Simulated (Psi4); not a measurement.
F₂Sr, singlet, at a GFN2-xTB geometry (such geometries of metal compounds can be far from the true shape) (core potentials on Sr); WB97X/def2-SVP in Psi4.

The Psi4 input:
```
memory 2 GB

molecule {
0 1
Sr   -0.41021296   -0.09466902   -0.03657170
F     0.68751268    1.35864233   -0.92031756
F     1.04449760   -0.95892868    1.07473142
}

set {
  basis def2-svp
  scf_type pk
  puream true
  d_convergence 1e-8
  dft_radial_points 99
  dft_spherical_points 590
}

energy('wb97x')
print_variables()
```

It wrote (shortened):

```
   => Loading Basis Set <=

    Name: DEF2-SVP
    Role: ORBITAL
    Keyword: BASIS

    !!!  WARNING: ECP capability is in beta. Please check occupations closely.  !!!

         ---------------------------------------------------------
                                   SCF
               by Justin Turney, Rob Parrish, Andy Simmonett
                          and Daniel G. A. Smith
                              RKS Reference
         ---------------------------------------------------------

  ==> Geometry <==

    Molecular point group: c2v
    Full point group: C2v

    Geometry (in Angstrom), charge = 0, multiplicity = 1:

       Center              X                  Y                   Z               Mass
    ------------   -----------------  -----------------  -----------------  -----------------
         SR          -0.000000000000     0.000000000000    -0.396769359437    87.905612500000
         F            0.000000000000    -1.539382510302     0.917925924188    18.998403162730
         F           -0.000000000000     1.539382510302     0.917925924188    18.998403162730

  Running in c2v symmetry.

  Rotational constants: A =      0.36763  B =      0.18722  C =      0.12405 [cm^-1]
  Rotational constants: A =  11021.41521  B =   5612.76692  C =   3718.88646 [MHz]
  Nuclear repulsion =   60.974591332384122

  Charge       = 0
  Multiplicity = 1
  Electrons    = 28
  Nalpha       = 14
  Nbeta        = 14

  ==> Algorithm <==

  SCF Algorithm Type is PK.
  DIIS enabled.
  MOM disabled.
  Fractional occupation disabled.
  Guess Type is SAD.
  Energy threshold   = 1.00e-06
  Density threshold  = 1.00e-08
  Integral threshold = 1.00e-12

  ==> Primary Basis <==

  Basis Set: DEF2-SVP
    Blend: DEF2-SVP
    Number of shells: 21
    Number of basis functions: 51
    Number of Cartesian functions: 55
    Spherical Harmonics?: true
    Max angular momentum: 2

  Core potential: DEF2-SVP
    Number of shells: 4
    Number of ECP primitives: 10
    Number of ECP core electrons: 28
    Max angular momentum: 3

  ==> DFT Potential <==

   => LibXC <=

    Version 7.1.2
    S. Lehtola, C. Steigemann, M. J. T. Oliveira, and M. A. L. Marques,  SoftwareX 7, 1–5 (2018) (10.1016/j.softx.2017.11.002)

   => Composite Functional: WB97X <=

    wB97X Hyb-GGA Exchange-Correlation Functional

    J.-D. Chai and M. Head-Gordon,  J. Chem. Phys. 128, 084106 (2008) (10.1063/1.2834918)

    Deriv               =              1
    GGA                 =           TRUE
    Meta                =          FALSE

    Exchange Hybrid     =           TRUE
    MP2 Hybrid          =          FALSE

   => Exchange-Correlation Functionals <=

    1.0000   wB97X range-separated functional

   => Exact (HF) Exchange <=

    0.8423            HF,LR [omega = 0.3000]
    0.1577               HF

   => LibXC Density Thresholds  <==

    XC_HYB_GGA_XC_WB97X:  1.00E-14

   => Molecular Quadrature <=

    Radial Scheme          =       TREUTLER
    Pruning Scheme         =           NONE
    Nuclear Scheme         =       TREUTLER

    Blocking Scheme        =         OCTREE
    BS radius alpha        =              1
    Pruning alpha          =              1
    Radial Points          =             99
    Spherical Points       =            590
    Total Points           =         167649
    Total Blocks           =           1336
    Max Points             =            256
    Max Functions          =             50
    Weights Tolerance      =       1.00E-15

  ==> Integral Setup <==

  Using in-core PK algorithm.
   Calculation information:
      Number of atoms:                   3
      Number of AO shells:              21
      Number of primitives:             41
      Number of atomic orbitals:        55
      Number of basis functions:        51

      Integral cutoff                 1.00e-12
      Number of threads:                 1

  Performing in-core PK
  Using 2639403 doubles for integral storage.
  We computed 25095 shell quartets total.
  Whereas there are 26796 unique shell quartets.

  Computing range-separated integrals for PK
  We computed 25095 wK shell quartets total.
  Whereas there are 26796 wK unique shell quartets.

  ==> DiskJK: Disk-Based J/K Matrices <==

    J tasked:                  Yes
    K tasked:                  Yes
    wK tasked:                 Yes
    Omega:               3.000E-01
    Schwarz Cutoff:          1E-12

  Minimum eigenvalue in the overlap matrix is 4.9040852740E-02.
  Reciprocal condition number of the overlap matrix is 1.5725017919E-02.
    Using symmetric orthogonalization.

  ==> Pre-Iterations <==

  SCF Guess: Superposition of Atomic Densities via on-the-fly atomic UHF (no occupation information).

   -------------------------
    Irrep   Nso     Nmo
   -------------------------
     A1        21      21
     A2         6       6
     B1         9       9
     B2        15      15
   -------------------------
    Total      51      51
   -------------------------

  ==> Iterations <==

                        Total Energy        Delta E     RMS |[F,P]|

   @RKS iter SAD:  -229.58296694566386   -2.29583e+02   0.00000e+00
   @RKS iter   1:  -230.07147073231582   -4.88504e-01   2.85574e-02 ADIIS/DIIS
   @RKS iter   2:  -229.85268167088086    2.18789e-01   4.29666e-02 ADIIS/DIIS
   @RKS iter   3:  -230.31986257583733   -4.67181e-01   1.99499e-03 ADIIS/DIIS
   @RKS iter   4:  -230.32089923433543   -1.03666e-03   4.03371e-04 ADIIS/DIIS
   @RKS iter   5:  -230.32096708074869   -6.78464e-05   5.09659e-05 DIIS
   @RKS iter   6:  -230.32097085623460   -3.77549e-06   1.41666e-05 DIIS
   @RKS iter   7:  -230.32097129232710   -4.36093e-07   2.60936e-06 DIIS
   @RKS iter   8:  -230.32097130930336   -1.69763e-08   4.57460e-07 DIIS
   @RKS iter   9:  -230.32097130968447   -3.81107e-10   1.14590e-07 DIIS
   @RKS iter  10:  -230.32097130970757   -2.31068e-11   2.31958e-08 DIIS
   @RKS iter  11:  -230.32097130970865   -1.08002e-12   2.58661e-09 DIIS
  Energy and wave function converged.

  ==> Post-Iterations <==

   Electrons on quadrature grid:
      Ntotal   =   28.0000242718 ; deviation = 2.427e-05

    Orbital Energies [Eh]
    ---------------------

    Doubly Occupied:

       1A1   -24.601752     1B2   -24.601749     2A1    -1.680726
       2B2    -1.144861     3A1    -1.135129     1B1    -0.963399
       4A1    -0.934513     3B2    -0.925569     5A1    -0.420247
       4B2    -0.408546     1A2    -0.407862     2B1    -0.407023
       6A1    -0.397397     5B2    -0.390579

    Virtual:

       7A1    -0.003293     3B1     0.046509     6B2     0.063047
       8A1     0.066686     2A2     0.120064     4B1     0.131871
       9A1     0.136215    10A1     0.153679    11A1     0.170145
       7B2     0.181912     5B1     0.191116    12A1     0.198280
       3A2     0.200905    13A1     0.239871     8B2     0.242951
       6B1     0.332695    14A1     0.425594     9B2     0.470467
      10B2     1.385419     4A2     1.411195    15A1     1.425661
       7B1     1.450975    11B2     1.470592    16A1     1.496865
      17A1     1.826844    12B2     1.835369    13B2     3.289599
      18A1     3.292718     5A2     3.296991     8B1     3.299315
      14B2     3.299453    19A1     3.304723     6A2     3.304880
       9B1     3.309773    15B2     3.326034    20A1     3.329926
      21A1    30.732892

    Final Occupation by Irrep:
             A1    A2    B1    B2
    DOCC [     6,    1,    2,    5 ]
    NA   [     6,    1,    2,    5 ]
    NB   [     6,    1,    2,    5 ]

  @RKS Final Energy:  -230.32097130970865

   => Energetics <=

    Nuclear Repulsion Energy =             60.9745913323841222
    One-Electron Energy =                -453.9502345414605315
    Two-Electron Energy =                 180.5303645072475547
    DFT Exchange-Correlation Energy =     -17.8756926078798202
    Empirical Dispersion Energy =           0.0000000000000000
    VV10 Nonlocal Energy =                  0.0000000000000000
    Total Energy =                       -230.3209713097086535

Computation Completed

Properties will be evaluated at   0.000000,   0.000000,   0.000000 [a0]

Properties computed using the SCF density matrix

 Multipole Moments:

 ------------------------------------------------------------------------------------
     Multipole            Electronic (a.u.)      Nuclear  (a.u.)        Total (a.u.)
 ------------------------------------------------------------------------------------

 L = 1.  Multiply by 2.5417464519 to convert [e a0] to [Debye]
 Dipole X            :          0.0000000            0.0000000            0.0000000
 Dipole Y            :          0.0000000            0.0000000            0.0000000
 Dipole Z            :        -27.0099349           23.7254606           -3.2844743
 Magnitude           :                                                    3.2844743

 ------------------------------------------------------------------------------------

  Variable Map:
  ----------------------------------------------------------------------------
  "CURRENT ENERGY"              =>    -230.320971309709
  "CURRENT REFERENCE ENERGY"    =>    -230.320971309709
  "DD SOLVATION ENERGY"         =>       0.000000000000
  "DFT FUNCTIONAL TOTAL ENERGY" =>    -230.320971309709
  "DFT TOTAL ENERGY"            =>    -230.320971309709
  "DFT VV10 ENERGY"             =>       0.000000000000
  "DFT XC ENERGY"               =>     -17.875692607880
  "GRID ELECTRONS ALPHA"        =>      14.000012135878
  "GRID ELECTRONS BETA"         =>      14.000012135878
  "GRID ELECTRONS TOTAL"        =>      28.000024271756
  "NUCLEAR REPULSION ENERGY"    =>      60.974591332384
  "ONE-ELECTRON ENERGY"         =>    -453.950234541461
  "PCM POLARIZATION ENERGY"     =>       0.000000000000
  "PE ENERGY"                   =>       0.000000000000
  "SCF ITERATION ENERGY"        =>    -230.320971309709
  "SCF ITERATIONS"              =>      11.000000000000
  "SCF TOTAL ENERGY"            =>    -230.320971309709
  "TWO-ELECTRON ENERGY"         =>     180.530364507248
  "XC GRID RADIAL POINTS"       =>      99.000000000000
  "XC GRID SPHERICAL POINTS"    =>     590.000000000000
  "XC GRID TOTAL POINTS"        =>  167649.000000000000

  Array Variable Map:
  ----------------------------------------------------------------------------
  "CURRENT DIPOLE"              =>       0.000000000000 ... -3.284474299041 1 by 3
  "SCF DIPOLE"                  =>       0.000000000000 ... -3.284474299041 1 by 3
  "SCF TOTAL ENERGIES"          =>    -229.582966945664 ... -230.320971309709 1 by 12
```
